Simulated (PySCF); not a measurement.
C$_{2}$HO (SMILES [CH]=C=O), doublet, at a GFN2-xTB geometry; PBE0/6-311G** run with PySCF.

The PySCF input:
```python
from pyscf import gto, scf, dft

mol = gto.Mole()
mol.atom = '''
    C     0.020962   -0.291180   -1.196607
    C     0.004407    0.004021    0.017111
    H     0.107673   -0.539854   -2.209945
    O    -0.032486    0.282851    1.160865
'''
mol.basis = '6-311g**'
mol.charge = 0
mol.spin = 1
mol.verbose = 4
mol.build()

mf = dft.UKS(mol)
mf.xc = 'pbe0'
mf.kernel()
```

What does PySCF print? Leave out banner, timings and long lists.


```
PySCF version 2.14.0

[INPUT] verbose = 4
[INPUT] num. atoms = 4
[INPUT] num. electrons = 21
[INPUT] charge = 0
[INPUT] spin (= nelec alpha-beta = 2S) = 1
[INPUT] symmetry False subgroup None
[INPUT] Mole.unit = angstrom
[INPUT] Symbol           X                Y                Z      unit          X                Y                Z       unit  Magmom
[INPUT]  1 C      0.020962000000  -0.291180000000  -1.196607000000 AA    0.039612439023  -0.550250452951  -2.261259508737 Bohr   0.0
[INPUT]  2 C      0.004407000000   0.004021000000   0.017111000000 AA    0.008328023031   0.007598588747   0.032335103717 Bohr   0.0
[INPUT]  3 H      0.107673000000  -0.539854000000  -2.209945000000 AA    0.203472481010  -1.020176207251  -4.176190800352 Bohr   0.0
[INPUT]  4 O     -0.032486000000   0.282851000000   1.160865000000 AA   -0.061389642883   0.534510924059   2.193716917593 Bohr   0.0

nuclear repulsion = 52.9167182732637
number of shells = 28
number of NR pGTOs = 101
number of NR cGTOs = 60
basis = 6-311g**
ecp = {}

******** <class 'pyscf.dft.uks.UKS'> ********
method = UKS
initial guess = minao
damping factor = 0
level_shift factor = 0
DIIS = <class 'pyscf.scf.diis.CDIIS'>
diis_start_cycle = 1
diis_space = 8
diis_damp = 0
SCF conv_tol = 1e-09
SCF conv_tol_grad = None
SCF max_cycles = 50
direct_scf = True
direct_scf_tol = 1e-13
number electrons alpha = 11  beta = 10
XC library pyscf.dft.libxc version 7.1.2
    S. Lehtola, C. Steigemann, M. J. T. Oliveira, and M. A. L. Marques,  SoftwareX 7, 1–5 (2018)
XC functionals = pbe0
    C. Adamo and V. Barone,  J. Chem. Phys. 110, 6158 (1999)
    M. Ernzerhof and G. E. Scuseria,  J. Chem. Phys. 110, 5029 (1999)
radial grids:
    Treutler-Ahlrichs [JCP 102, 346 (1995); DOI:10.1063/1.469408] (M4) radial grids

becke partition: Becke, JCP 88, 2547 (1988); DOI:10.1063/1.454033
pruning grids: <function nwchem_prune>
grids dens level: 3
symmetrized grids: False
atomic radii adjust function: <function treutler_atomic_radii_adjust>
small_rho_cutoff = 0
Set gradient conv threshold to 3.16228e-05
tot grids = 52128
init E= -152.242308431322

cycle= 1 E= -151.716877066485  delta_E= 0.525  |g|= 0.423  |ddm|= 1.33
cycle= 2 E= -151.371985873453  delta_E= 0.345  |g|= 1.02  |ddm|=  1.3
cycle= 3 E= -151.784883016548  delta_E= -0.413  |g|= 0.0881  |ddm|= 0.969
cycle= 4 E= -151.78777117051  delta_E= -0.00289  |g|= 0.0536  |ddm|= 0.083
cycle= 5 E= -151.789256342238  delta_E= -0.00149  |g|= 0.0149  |ddm|= 0.0415
cycle= 6 E= -151.789404360998  delta_E= -0.000148  |g|= 0.00519  |ddm|= 0.0125
cycle= 7 E= -151.789446656707  delta_E= -4.23e-05  |g|= 0.00165  |ddm|= 0.00943
cycle= 8 E= -151.789452161725  delta_E= -5.51e-06  |g|= 0.000394  |ddm|= 0.00405
cycle= 9 E= -151.789452451255  delta_E= -2.9e-07  |g|= 0.000141  |ddm|= 0.000831
cycle= 10 E= -151.789452475427  delta_E= -2.42e-08  |g|= 2.57e-05  |ddm|= 0.000284
cycle= 11 E= -151.789452476546  delta_E= -1.12e-09  |g|= 7.84e-06  |ddm|= 4.87e-05
cycle= 12 E= -151.789452476752  delta_E= -2.07e-10  |g|= 3.05e-06  |ddm|= 2.63e-05
Extra cycle  E= -151.789452476769  delta_E= -1.67e-11  |g|= 2.59e-06  |ddm|= 5.77e-06
converged SCF energy = -151.789452476769  <S^2> = 0.76178965  2S+1 = 2.0117551
```
